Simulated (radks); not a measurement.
Problem. Sr XXVIII, 11 electrons, occupied as [Ne] 3s1 (the NIST ground configuration). Method: scalar-relativistic Kohn-Sham, BLYP, spin-polarised, spherical densities, finite nucleus; open shells are filled with parallel spins first (spin-orbit coupling, left out, can overturn this in heavy ions); Fermi nuclear charge, rms radius 4.224 fm; computed with a radial shooting solver on a logarithmic mesh with Libxc functionals. Some entries of the table are withheld. Estimate them.

| orbital | occ. | eigenvalue (eV) | <r^2> (bohr^2) |
|---|---|---|---|
| 1s up | 1 | -17302.28 | 0.002064 |
| 1s down | 1 | -17300.63 | 0.002064 |
| 2s up | 1 | -3444.089 | (1) |
| 2s down | 1 | -3442.110 | (2) |
| 2p up | 3 | -3218.572 | (3) |
| 2p down | 3 | -3216.786 | (4) |
| 3s up | 1 | -1367.695 | 0.1939 |
| 3s down | 0 | -1356.695 | 0.1947 |
| 3p up | 0 | -1296.784 | 0.1845 |
| 3p down | 0 | -1286.338 | 0.1851 |
| 4s up | 0 | -726.3625 | 0.6608 |

Solution. 
(1) 2s up <r^2> (bohr^2): 0.03371
(2) 2s down <r^2> (bohr^2): 0.03367
(3) 2p up <r^2> (bohr^2): 0.02634
(4) 2p down <r^2> (bohr^2): 0.02631
